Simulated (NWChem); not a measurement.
Program: NWChem. System: ClFSi, charge 0, spin multiplicity 1, at a geometry optimised with B3LYP/def2-SVP. The structure started from a generated list of species. Level: CIS/aug-cc-pVDZ.

Part of the output:

```
             Northwest Computational Chemistry Package (NWChem) 7.3.0
             --------------------------------------------------------

                                NWChem Input Module
                                -------------------

 Scaling coordinates for geometry "geometry" by  1.889725989
 (inverse scale =  0.529177249)

 Turning off AUTOSYM since
 SYMMETRY directive was detected!

                             Geometry "geometry" -> ""
                             -------------------------

 Output coordinates in angstroms (scale by  1.889725989 to convert to a.u.)

  No.       Tag          Charge          X              Y              Z
 ---- ---------------- ---------- -------------- -------------- --------------
    1 Si                  14.0000    -0.79838700    -0.41810200     0.00000000
    2 F                    9.0000     0.26091500    -1.66104200     0.00000000
    3 Cl                  17.0000     0.51936400     1.22369400     0.00000000

 Effective nuclear repulsion energy (a.u.)     128.6071036575

            Nuclear Dipole moment (a.u.)
            ----------------------------
        X                 Y               Z
 ---------------- ---------------- ----------------
     0.0000094486    -0.0000151178     0.0000000000

      Symmetry information
      --------------------

 Group name             Cs
 Group number              2
 Group order               2
 No. of unique centers     3

      Symmetry unique atoms

     1    2    3


 Summary of "ao basis" -> "" (spherical)
 ------------------------------------------------------------------------------
       Tag                 Description            Shells   Functions and Types
 ---------------- ------------------------------  ------  ---------------------
 *                        aug-cc-pvdz                 on all atoms

  xc_inp: hfexch multiplicative factor not found.

                                 NWChem DFT Module
                                 -----------------

 Summary of "ao basis" -> "ao basis" (spherical)
 ------------------------------------------------------------------------------
       Tag                 Description            Shells   Functions and Types
 ---------------- ------------------------------  ------  ---------------------
 Si                       aug-cc-pvdz               11       27   5s4p2d
 F                        aug-cc-pvdz                9       23   4s3p2d
 Cl                       aug-cc-pvdz               11       27   5s4p2d
[...]
          sigma_e =   2.7057 Angstrom
          sigma_h =   1.7410 Angstrom
         |d_h->e| =   0.7002 Angstrom
            d_exc =   3.1926 Angstrom
            d_CD1 =   1.6649 Angstrom
            d_CD2 =  -1.5232 Angstrom
            d_CD3 =   3.8928 Angstrom
     Pearson C.C. =   0.0690

     Occ.   17  a'  ---  Virt.   38  a'       0.05180
     Occ.   18  a"  ---  Virt.   21  a"      -0.41169
     Occ.   18  a"  ---  Virt.   25  a"       0.13062
     Occ.   18  a"  ---  Virt.   33  a"      -0.05004
     Occ.   20  a'  ---  Virt.   23  a'      -0.74079
     Occ.   20  a'  ---  Virt.   24  a'       0.08534
     Occ.   20  a'  ---  Virt.   26  a'      -0.06708
     Occ.   20  a'  ---  Virt.   27  a'      -0.07753
     Occ.   20  a'  ---  Virt.   28  a'       0.24163
     Occ.   20  a'  ---  Virt.   30  a'      -0.37159
     Occ.   20  a'  ---  Virt.   31  a'      -0.13645
     Occ.   20  a'  ---  Virt.   38  a'       0.07426
  ----------------------------------------------------------------------------
  Root   5 singlet a'             0.293827390 a.u.                7.9955 eV
  ----------------------------------------------------------------------------
     Transition Moments    X -1.10813   Y -1.04959   Z  0.00000
     Transition Moments   XX  3.07740  XY  0.66637  XZ -0.00000
     Transition Moments   YY -0.30140  YZ -0.00000  ZZ  1.27560
     Dipole Oscillator Strength                    0.4563302467
     Electric Quadrupole                           0.0000004461
     Magnetic Dipole                               0.0000007075
     Total Oscillator Strength                     0.4563314003

          sigma_e =   2.6161 Angstrom
          sigma_h =   1.7039 Angstrom
         |d_h->e| =   1.6279 Angstrom
            d_exc =   3.1960 Angstrom
            d_CD1 =   2.5401 Angstrom
            d_CD2 =  -0.5321 Angstrom
            d_CD3 =   4.8238 Angstrom
     Pearson C.C. =   0.2449

     Occ.   17  a'  ---  Virt.   24  a'       0.06053
     Occ.   18  a"  ---  Virt.   21  a"      -0.66510
     Occ.   18  a"  ---  Virt.   25  a"       0.23648
     Occ.   18  a"  ---  Virt.   33  a"      -0.07252
     Occ.   19  a'  ---  Virt.   22  a'      -0.05473
     Occ.   19  a'  ---  Virt.   23  a'      -0.08268
     Occ.   19  a'  ---  Virt.   24  a'      -0.05080
     Occ.   19  a'  ---  Virt.   30  a'      -0.09917
     Occ.   19  a'  ---  Virt.   38  a'       0.06453
     Occ.   20  a'  ---  Virt.   22  a'      -0.39748
     Occ.   20  a'  ---  Virt.   23  a'       0.31149
     Occ.   20  a'  ---  Virt.   24  a'      -0.40750
     Occ.   20  a'  ---  Virt.   26  a'       0.05119
     Occ.   20  a'  ---  Virt.   27  a'      -0.09180
     Occ.   20  a'  ---  Virt.   30  a'       0.07896
  ----------------------------------------------------------------------------
  Root   6 singlet a'             0.307175947 a.u.                8.3587 eV
  ----------------------------------------------------------------------------
     Transition Moments    X  0.40694   Y  0.31371   Z  0.00000
     Transition Moments   XX  0.42631  XY -0.46021  XZ -0.00000
     Transition Moments   YY  0.68367  YZ -0.00000  ZZ  2.18935
     Dipole Oscillator Strength                    0.0540665245
     Electric Quadrupole                           0.0000001727
     Magnetic Dipole                               0.0000001958
     Total Oscillator Strength                     0.0540668930

          sigma_e =   3.2247 Angstrom
          sigma_h =   1.7234 Angstrom
         |d_h->e| =   0.8002 Angstrom
            d_exc =   3.6990 Angstrom
            d_CD1 =   2.3016 Angstrom
            d_CD2 =  -1.6738 Angstrom
            d_CD3 =   4.4992 Angstrom
     Pearson C.C. =   0.0294

     Occ.   18  a"  ---  Virt.   21  a"       0.16006
     Occ.   18  a"  ---  Virt.   25  a"      -0.05473
     Occ.   20  a'  ---  Virt.   22  a'       0.40057
     Occ.   20  a'  ---  Virt.   23  a'      -0.09022
     Occ.   20  a'  ---  Virt.   24  a'      -0.81778
     Occ.   20  a'  ---  Virt.   26  a'       0.22485
     Occ.   20  a'  ---  Virt.   28  a'       0.13652
     Occ.   20  a'  ---  Virt.   30  a'      -0.17469
     Occ.   20  a'  ---  Virt.   34  a'      -0.09335

              Target root =      1
          Target symmetry = none
      Ground state energy =   -847.969707456611
        Excitation energy =      0.182367105253
     Excited state energy =   -847.787340351358

  stored tddft:energy   -847.78734035135790

 Task  times  cpu:      298.6s     wall:      298.6s

 Total times  cpu:      298.6s     wall:      298.6s
```

### Question
Write an NWChem input that would produce this output.

### Answer
One answer among several that fit: 
```
start mol
memory heap 200 mb stack 900 mb global 1100 mb
geometry units angstroms nocenter noautoz
  Si    -0.798387    -0.418102     0.000000
  F      0.260915    -1.661042     0.000000
  Cl     0.519364     1.223694     0.000000
  symmetry group Cs
end
basis spherical
  * library aug-cc-pvdz
end
dft
  xc hfexch
  semidirect memsize 60000000 filesize 0
  iterations 100
end
tddft
  cis
  nroots 6
  notriplet
  thresh 1e-4
end
task tddft energy
```
